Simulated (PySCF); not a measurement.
A structure optimised at PBE0-D3(BJ)/def2-TZVP, used in a PySCF frequency run:

```xyz
4

Mo     0.0000     0.0000     0.1967
O      1.3887    -0.8018    -0.3442
O     -1.3887    -0.8018    -0.3442
O      0.0000     1.6035    -0.3442
```
Charge 0, spin multiplicity 1.

Q: Write its SMILES, formula and point group.

A: [O]=[Mo](=[O])=[O], MoO3, C3v

Q: What are its rotational constants (standard atomic weights)?

A: 7.1116, 7.1116, 4.0950 GHz
